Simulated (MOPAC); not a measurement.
Input for MOPAC: PM7 on CH5NSi (SMILES C[Si]N), a point of a torsion scan.

```
PM7 1SCF PRECISE CHARGE=0 THREADS=1
CH5NSi

C      1.18753691 1    -0.15136707 1     0.11259406 1
Si    -0.08384999 1     1.15248349 1     0.72596706 1
N     -1.43913475 1     0.12442811 1     0.95034960 1
H      1.27612344 1    -0.11314570 1    -0.97324623 1
H      2.17830914 1     0.05870948 1     0.51351382 1
H      0.93148224 1    -1.17589399 1     0.38791608 1
H     -1.45630612 1    -0.87136546 1     0.77008036 1
H     -2.33596146 1     0.46192966 1     1.25561233 1
```

The log:

```
*******************************************************************************
 **                                                                           **
 **                              MOPAC v23.2.5                                **
 **                                                                           **
 *******************************************************************************
 ** MOPAC's Digital Object Identifier: https://doi.org/10.5281/zenodo.6511958 **
 **                                                                           **
 ** Please cite the open-source release paper for use of this MOPAC version:  **
 ** J. E. Moussa and J. J. P. Stewart (2026)                                  **
 ** MOPAC: An open-source semiempirical molecular orbital program             **
 ** J. Open Source Softw., 11(119), 8025, https://doi.org/10.21105/joss.08025 **
 *******************************************************************************

                              PM7 CALCULATION RESULTS

 *******************************************************************************
 *  PM7        - The PM7 Hamiltonian to be used
 *
 *
 *
 *                 CHARGE ON SYSTEM = 0
 *
 *
 *
 *  PRECISE    - TIGHTER CRITERIA TO BE USED
 *  1SCF       - DO 1 SCF AND THEN STOP
 *  THREADS=1  - MULTI-THREADING NOT USED
 *  T=         - A TIME OF 172800.0 SECONDS REQUESTED
 *  DUMP=N     - RESTART FILE WRITTEN EVERY 7200.0 SECONDS REQUESTED
 *******************************************************************************
PM7 1SCF PRECISE CHARGE=0 THREADS=1
 CH5NSi

   ATOM   CHEMICAL          X               Y               Z
  NUMBER   SYMBOL      (ANGSTROMS)     (ANGSTROMS)     (ANGSTROMS)

     1       C          1.18753691  *  -0.15136707  *   0.11259406  *
     2      Si         -0.08384999  *   1.15248349  *   0.72596706  *
     3       N         -1.43913475  *   0.12442811  *   0.95034960  *
     4       H          1.27612344  *  -0.11314570  *  -0.97324623  *
     5       H          2.17830914  *   0.05870948  *   0.51351382  *
     6       H          0.93148224  *  -1.17589399  *   0.38791608  *
     7       H         -1.45630612  *  -0.87136546  *   0.77008036  *
     8       H         -2.33596146  *   0.46192966  *   1.25561233  *



          CARTESIAN COORDINATES

    NO.       ATOM           X           Y           Z

     1         C          1.1875     -0.1514      0.1126
     2        Si         -0.0838      1.1525      0.7260
     3         N         -1.4391      0.1244      0.9503
     4         H          1.2761     -0.1131     -0.9732
     5         H          2.1783      0.0587      0.5135
     6         H          0.9315     -1.1759      0.3879
     7         H         -1.4563     -0.8714      0.7701
     8         H         -2.3360      0.4619      1.2556

 General Reference for PM7:
 "Optimization of Parameters for Semiempirical Methods VI: More Modifications to the
 NDDO Approximations and Re-optimization of Parameters", J. J. P. Stewart, J. Mol. Mod., 1:32, 19 (2013)
 https://link.springer.com/article/10.1007/s00894-012-1667-x

           Empirical Formula: C H5 N Si  =     8 atoms



      MOLECULAR POINT GROUP   :   C1


      RHF CALCULATION, NO. OF DOUBLY OCCUPIED LEVELS = 9


 -------------------------------------------------------------------------------
 PM7 1SCF PRECISE CHARGE=0 THREADS=1
 CH5NSi



     1SCF WAS SPECIFIED, SO BFGS WAS NOT USED
     SCF FIELD WAS ACHIEVED


                              PM7 CALCULATION
                                                       MOPAC v23.2.5 Linux




          FINAL HEAT OF FORMATION =         30.49380 KCAL/MOL =     127.58605 KJ/MOL


          COSMO AREA              =        105.27 SQUARE ANGSTROMS
          COSMO VOLUME            =         93.48 CUBIC ANGSTROMS

          IONIZATION POTENTIAL    =          9.194326 EV
          HOMO LUMO ENERGIES (EV) =         -9.194  0.033
          NO. OF FILLED LEVELS    =          9
          MOLECULAR WEIGHT        =         59.1427         POINT GROUP:  C1

          MOLECULAR DIMENSIONS (Angstroms)

            Atom       Atom       Distance
            H     8    H     5     4.59260
           Si     2    H     6     2.23300
            H     5    H     4     1.59154


          SCF CALCULATIONS        =          1





   ATOM   CHEMICAL          X               Y               Z
  NUMBER   SYMBOL      (ANGSTROMS)     (ANGSTROMS)     (ANGSTROMS)

     1       C          1.18753691  *  -0.15136707  *   0.11259406  *
     2      Si         -0.08384999  *   1.15248349  *   0.72596706  *
     3       N         -1.43913475  *   0.12442811  *   0.95034960  *
     4       H          1.27612344  *  -0.11314570  *  -0.97324623  *
     5       H          2.17830914  *   0.05870948  *   0.51351382  *
     6       H          0.93148224  *  -1.17589399  *   0.38791608  *
     7       H         -1.45630612  *  -0.87136546  *   0.77008036  *
     8       H         -2.33596146  *   0.46192966  *   1.25561233  *

                             CARTESIAN COORDINATES

   1    C        1.187536910    -0.151367070     0.112594060
   2   Si       -0.083849990     1.152483490     0.725967060
   3    N       -1.439134750     0.124428110     0.950349600
   4    H        1.276123440    -0.113145700    -0.973246230
   5    H        2.178309140     0.058709480     0.513513820
   6    H        0.931482240    -1.175893990     0.387916080
   7    H       -1.456306120    -0.871365460     0.770080360
   8    H       -2.335961460     0.461929660     1.255612330


           Empirical Formula: C H5 N Si  =     8 atoms



      MOLECULAR POINT GROUP   :   C1


                  EIGENVALUES
 -36.05068 -24.98642 -17.11214 -15.72128 -13.98442 -13.85459 -11.97638 -10.60488
  -9.19433   0.03285   1.63956   3.54664   5.68263   5.73960   6.21619   6.76956
   7.06873  24.41640  24.58163  24.66864  25.43255  26.22237


              NET ATOMIC CHARGES AND DIPOLE CONTRIBUTIONS

  ATOM NO.   TYPE          CHARGE      No. of ELECS.   s-Pop       p-Pop       d-Pop
    1          C          -0.669854        4.6699     1.04895     3.62091
    2         Si           0.351116        3.6489     1.19241     2.32495     0.13153
    3          N          -0.750720        5.7507     1.53780     4.21293
    4          H           0.169562        0.8304     0.83044
    5          H           0.170583        0.8294     0.82942
    6          H           0.160697        0.8393     0.83930
    7          H           0.286806        0.7132     0.71319
    8          H           0.281811        0.7182     0.71819
 DIPOLE           X         Y         Z       TOTAL
 POINT-CHG.    -0.398     0.455     0.123     0.617
 HYBRID        -0.346    -3.211    -0.464     3.263
 SUM           -0.744    -2.756    -0.340     2.875


          ATOMIC ORBITAL ELECTRON POPULATIONS

     Atom    s        px        py        pz      x^2-y^2     xz        z^2       yz        xy
    1  C   1.04895   1.23614   1.19144   1.19333
    2 Si   1.19241   0.52800   1.48750   0.30946   0.03029   0.02504   0.01456   0.01686   0.04479
    3  N   1.53780   1.29487   1.22467   1.69339
    4  H   0.83044
    5  H   0.82942
    6  H   0.83930
    7  H   0.71319
    8  H   0.71819

 **********************
 *                    *
 * JOB ENDED NORMALLY *
 *                    *
 **********************




 == MOPAC DONE ==
```

The run finished.

Cost: roughly 0.04 core-seconds.
